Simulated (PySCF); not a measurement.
# Two-dimensional NMR puzzle

Compound of formula C5H6ClN. Correlations simulated from computed shifts and the bond graph:

HSQC (one-bond C–H):
| δH | δC |
| --- | --- |
| 4.23 | 53.8 |
| 2.96 | 41.3 |
| 2.63 | 41.3 |
| 2.58 | 14.9 |

COSY cross peaks (H two or three bonds apart, from the bond graph; peaks can be absent where the dihedral angle is near 90°):
| δH | δH |
| --- | --- |
| 4.23 | 2.96 |
| 4.23 | 2.63 |
| 2.96 | 2.63 |
| 2.96 | 2.58 |
| 2.63 | 2.58 |

HMBC (two and three bonds, from the bond graph):
| δH | δC |
| --- | --- |
| 4.23 | 41.3, 14.9 |
| 2.96 | 126.0, 53.8, 41.3, 14.9 |
| 2.63 | 126.0, 53.8, 41.3, 14.9 |
| 2.58 | 126.0, 53.8, 41.3 |

Carbons without hydrogens: δ 126.0.

Calculated, not measured (PySCF 2.14.0 with density-fitted response routines): PBE0/pcSseg-1 with gauge-including orbitals, GFN2-xTB structure. Equivalent nuclei averaged, no solvent model, non-relativistic, one computed conformer.

Chemical shifts δ = σref − σ; ¹H (σ = 31.72 ppm), ¹³C (σ = 186.93 ppm) vs TMS, all at this level.

Exchangeable hydrogens are left out of these lists.

**Question.** Assemble the structure.

**Answer.** SMILES N#C[C@H]1C[C@@H](Cl)C1.

Mapped SMILES: `[N:1]#[C:2][C@H:3]1[CH2:4][C@@H:5]([Cl:6])[CH2:7]1`; H(Xn) means a hydrogen on atom n. Ha(C4), Ha(C7) are cis to C2 on the ring; Hb(C4), Hb(C7) are trans to C2 on the ring.

1. δC 126.0 is C2, a nitrile carbon.
2. δC 53.8 is C5, an sp3 CH bonded to Cl (δH 4.23).
3. δC 41.3 is C4/C7, an sp3 CH2 in a ring (δH 2.96, 2.63).
4. δC 14.9 is C3, an sp3 CH α to a nitrile (δH 2.58).
5. HMBC from δH 2.96 reaches the proton-free carbon C2.
6. HMBC from δH 2.63 reaches the proton-free carbon C2.
7. HMBC from δH 2.58 reaches the proton-free carbon C2.
8. COSY links 4.23–2.96, 4.23–2.63, 2.96–2.63, 2.96–2.58, 2.63–2.58.

The data come from this structure; uniqueness wasn't tested.

Carbons that carry Cl, above all several Cl atoms, come out too deshielded, partly because spin–orbit coupling is missing. Shifts are as computed. Against solution values, carbons near 30 ppm lie about +3 ppm off and those near 130 ppm about +5 ppm; carbons on Cl a further +6 ppm. Of 1211 compounds with measured shifts, 218 miss one by over three times the rms of a fit or turn the order of signals round; such compounds aren't used in these exercises.
